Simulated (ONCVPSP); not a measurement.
**An all-electron radial function and its pseudo partner (carbon)**

Columns: radius, all-electron u(r) and pseudo u(r) of the 2p shell (level -10.84 eV) of carbon in the configuration [He] 2s2 2p1.5; LDA (Perdew-Wang 92), scalar-relativistic, ONCV scheme, ONCVPSP 4.0.1.

```json
{"r (bohr)": "0.088", "all-electron": "0.0413", "pseudo": "0.0179"}
{"r (bohr)": "0.175", "all-electron": "0.1290", "pseudo": "0.0685"}
{"r (bohr)": "0.262", "all-electron": "0.2322", "pseudo": "0.1463"}
{"r (bohr)": "0.350", "all-electron": "0.3360", "pseudo": "0.2441"}
{"r (bohr)": "0.438", "all-electron": "0.4309", "pseudo": "0.3511"}
{"r (bohr)": "0.525", "all-electron": "0.5124", "pseudo": "0.4560"}
{"r (bohr)": "0.612", "all-electron": "0.5806", "pseudo": "0.5518"}
{"r (bohr)": "0.700", "all-electron": "0.6360", "pseudo": "0.6332"}
{"r (bohr)": "0.788", "all-electron": "0.6788", "pseudo": "0.6955"}
{"r (bohr)": "0.875", "all-electron": "0.7095", "pseudo": "0.7379"}
{"r (bohr)": "0.962", "all-electron": "0.7300", "pseudo": "0.7624"}
{"r (bohr)": "1.050", "all-electron": "0.7418", "pseudo": "0.7722"}
{"r (bohr)": "1.138", "all-electron": "0.7457", "pseudo": "0.7705"}
{"r (bohr)": "1.225", "all-electron": "0.7432", "pseudo": "0.7610"}
{"r (bohr)": "1.312", "all-electron": "0.7355", "pseudo": "0.7466"}
{"r (bohr)": "1.400", "all-electron": "0.7232", "pseudo": "0.7290"}
{"r (bohr)": "1.487", "all-electron": "0.7075", "pseudo": "0.7100"}
{"r (bohr)": "1.575", "all-electron": "0.6889", "pseudo": "0.6897"}
{"r (bohr)": "1.662", "all-electron": "0.6684", "pseudo": "0.6685"}
{"r (bohr)": "1.750", "all-electron": "0.6461", "pseudo": "0.6461"}
{"r (bohr)": "1.838", "all-electron": "0.6226", "pseudo": "0.6226"}
{"r (bohr)": "1.925", "all-electron": "0.5987", "pseudo": "0.5987"}
{"r (bohr)": "2.012", "all-electron": "0.5743", "pseudo": "0.5743"}
{"r (bohr)": "2.100", "all-electron": "0.5494", "pseudo": "0.5494"}
{"r (bohr)": "2.188", "all-electron": "0.5247", "pseudo": "0.5247"}
{"r (bohr)": "2.275", "all-electron": "0.5004", "pseudo": "0.5004"}
```

Task: How many radial nodes do the two functions have?

Result: The all-electron 2p function has n − l − 1 = 0; the pseudo-wave has 0.

Task: At about which radius was the pseudo-wave matched?

Result: 1.75 bohr. The columns agree to 0.0005 from 1.66 bohr on; several derivatives are matched, so the curves merge somewhat inside the radius.

Task: Where does each function peak?

Result: Outermost all-electron maximum near 1.14 bohr, pseudo maximum near 1.05 bohr (to the table’s step).

Task: Is the pseudo-wave norm-conserving?

Result: Yes: the ONCV scheme keeps the norm inside the radius equal to the all-electron one, which fixes the energy derivative of the logarithmic derivative at the level.
